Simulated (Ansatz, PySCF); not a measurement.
C4H10Si2, SMILES C#CCC([SiH3])[SiH3]. Atoms are numbered in the order given.

```xyz
16

C      3.0568    -0.6035    -0.9233
C      1.9251    -0.8934    -0.5927
C      0.5526    -1.1959    -0.1843
C     -0.1621    -0.0014     0.5116
Si    -0.1551     1.5816    -0.5458
Si    -1.9214    -0.4704     1.0451
H      4.0576    -0.3540    -1.2199
H      0.5646    -2.0724     0.4878
H     -0.0214    -1.5037    -1.0770
H      0.3859     0.2447     1.4414
H     -0.5954     1.2464    -1.9292
H      1.1886     2.2149    -0.5954
H     -1.1192     2.5591     0.0352
H     -1.8995    -1.7574     1.7986
H     -2.4977     0.5924     1.9121
H     -2.7938    -0.6456    -0.1510
```

The structure is a stationary point at TPSSh-D3(BJ)/def2-SVP. The structure was generated by enumeration, and PubChem lists no compound with its InChIKey, so it may never have been made. Other conformers were not sampled.

Two levels are set side by side: PBE-D3(BJ)/def2-SVP (Ansatz, a program for electronic structure) and TPSSh-D3(BJ)/def2-SVP (PySCF). Each level has its own optimised geometry; the coordinates shown are those of the second. Frequencies come from the Hessian of PySCF at each geometry. Differences are taken from unrounded values.

```json
[
 {"quantity": "mean bond length (Å)", "TPSSh-D3(BJ)": "1.424"},
 {"quantity": "bond C1–C2 (Å)", "TPSSh-D3(BJ)": "1.214"},
 {"quantity": "bond C2–C3 (Å)", "TPSSh-D3(BJ)": "1.464"},
 {"quantity": "bond C3–C4 (Å)", "TPSSh-D3(BJ)": "1.556"},
 {"quantity": "bond C4–Si5 (Å)", "TPSSh-D3(BJ)": "1.904"},
 {"quantity": "bond C4–Si6 (Å)", "TPSSh-D3(BJ)": "1.897"},
 {"quantity": "bond C1–H7 (Å)", "TPSSh-D3(BJ)": "1.073"},
 {"quantity": "bond C3–H8 (Å)", "TPSSh-D3(BJ)": "1.105"},
 {"quantity": "bond C3–H9 (Å)", "TPSSh-D3(BJ)": "1.105"},
 {"quantity": "bond C4–H10 (Å)", "TPSSh-D3(BJ)": "1.107"},
 {"quantity": "bond Si5–H11 (Å)", "TPSSh-D3(BJ)": "1.490"},
 {"quantity": "bond Si5–H12 (Å)", "TPSSh-D3(BJ)": "1.486"},
 {"quantity": "bond Si5–H13 (Å)", "TPSSh-D3(BJ)": "1.491"},
 {"quantity": "bond Si6–H14 (Å)", "TPSSh-D3(BJ)": "1.492"},
 {"quantity": "bond Si6–H15 (Å)", "TPSSh-D3(BJ)": "1.488"},
 {"quantity": "bond Si6–H16 (Å)", "TPSSh-D3(BJ)": "1.491"},
 {"quantity": "highest harmonic wavenumber (cm⁻¹)", "TPSSh-D3(BJ)": "3473"},
 {"quantity": "mean harmonic wavenumber (cm⁻¹)", "TPSSh-D3(BJ)": "1200"},
 {"quantity": "zero-point energy (kcal/mol)", "TPSSh-D3(BJ)": "72.04"}
]
```

### Question
What does PBE-D3(BJ) give, and how far is it from TPSSh-D3(BJ)? (Estimate from the structure and the level; the computed values follow.)

### Answer

```
quantity                            PBE-D3(BJ)  PBE-D3(BJ) minus TPSSh-D3(BJ)
----------------------------------  ----------  -----------------------------
mean bond length (Å)                     1.434                          0.010
bond C1–C2 (Å)                           1.223                          0.009
bond C2–C3 (Å)                           1.462                         -0.002
bond C3–C4 (Å)                           1.555                         -0.001
bond C4–Si5 (Å)                          1.909                          0.005
bond C4–Si6 (Å)                          1.903                          0.006
bond C1–H7 (Å)                           1.081                          0.008
bond C3–H8 (Å)                           1.114                          0.009
bond C3–H9 (Å)                           1.114                          0.009
bond C4–H10 (Å)                          1.114                          0.007
bond Si5–H11 (Å)                         1.506                          0.016
bond Si5–H12 (Å)                         1.502                          0.016
bond Si5–H13 (Å)                         1.506                          0.015
bond Si6–H14 (Å)                         1.508                          0.016
bond Si6–H15 (Å)                         1.503                          0.015
bond Si6–H16 (Å)                         1.506                          0.016
highest harmonic wavenumber (cm⁻¹)        3409                            -64
mean harmonic wavenumber (cm⁻¹)           1160                            -39
zero-point energy (kcal/mol)             69.67                          -2.37
```

GGA bonds tend to be longer and softer than those of functionals with exact exchange. Differences between two approximate levels are no errors against the true value.
